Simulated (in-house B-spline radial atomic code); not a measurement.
**The magnesium ion Mg⁴⁺: [He] 2s2 (2p1/2)1 (2p3/2)2 5s1 (an excited or competing configuration)**

Method: Dirac-Hartree-Fock, average of the jj configuration, Fermi nucleus of rms radius 3.057 fm. Calculated with a radial B-spline atomic code at the basis-set limit.

Screening seen three ways: the hydrogenic charge with the same mean radius, Z_r = [3n² - l(l+1)]/(2<r>), the one with the same energy, Z_e = n√(-2ε), and Slater's rules. Values are occupation-weighted means over j.

```
shell  electrons   ε (eV)  <r> (bohr)    Z_r    Z_e  Slater
   1s          2    -1476      0.1298  11.55  10.42   11.70
   2s          2     -207      0.6272   9.57   7.80    8.90
   2p          3  -178.02      0.5734   8.72   7.23    8.90
   5s          1  -17.081       5.992   6.26   5.60    5.00
```

The least bound orbital is 5s1/2 at -17.08 eV, and it is also the most diffuse (<r> = 5.992 bohr).

For the 1s electron the small component carries 0.18 % of the norm, the zero-frequency Breit interaction raises the level by 0.6621 eV, self-energy by 0.2783 eV, and vacuum polarisation lowers it by 0.01612 eV.
